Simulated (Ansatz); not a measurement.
Consider the redistribution: `N[Si](O)(F)Cl` + `CCB(S)S` → `CC[Si](N)(O)Cl` + `FB(S)S`.

Calculated with Ansatz (gas phase, PBE0-D4/def2-TZVP geometries, no zero-point term in ΔE). CBS: MP2 limit from def2 TZ/QZ plus the TZ coupled-cluster correction, frozen cores. DFT in def2-TZVPP. One conformer a species, not always the lowest.

| level | ΔE (kJ/mol) |
| --- | --- |
| r2SCANh-D4 | 30.8 |
| BLYP | 22.6 |

Q: What does CCSD(T)/CBS give? (Estimate.)

A: Ansatz gave: +36.8 kJ/mol. The listed levels differ from it by -6.0, -14.2 kJ/mol.

Largest T1 diagnostic among the species: 0.013.

From PBE to PBE0 (25 % exact exchange), in def2-TZVPP and without D4, ΔE moves by +5.0 kJ/mol. Leaving LDA and LC-ωPBE aside and taking each functional with its dispersion term where it has one, the values, not all of them listed here, spread over 11.3 kJ/mol, from PBE-D4 to PBE-QIDH. At CCSD(T), def2-SVP lies −26.6 kJ/mol from the extrapolated value and def2-TZVPP −3.2 kJ/mol.
